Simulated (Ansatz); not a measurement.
Ansatz results at the PBE0-D4/def2-TZVP geometry: size of the dipole moment (B3LYP/def2-TZVPP) 1.01 D; LUMO energy (B3LYP/def2-TZVPP) -1.13 eV; ideal-gas entropy at 298 K and 1 bar (rigid rotor, harmonic PBE0-D4/def2-TZVP) 380 J/(mol·K).

Each molecule was computed in one conformer, which needn't be the lowest.

Q: Which molecule gave them?
A. `Cl[Si](Cl)(Cl)I`
B. `Cl[Si](Cl)(Cl)[SeH]`
C. `F[SiH](F)[Si](F)(F)F`
D. `C[Si](F)(F)Cl`

A: B. The others give `C[Si](F)(F)Cl`: 2.24, 0.54, 336; `Cl[Si](Cl)(Cl)I`: 0.45, -1.69, 364; `F[SiH](F)[Si](F)(F)F`: 1.41, -1.22, 394.

B3LYP here is the variant with VWN-RPA as its local correlation; programs differ in this.
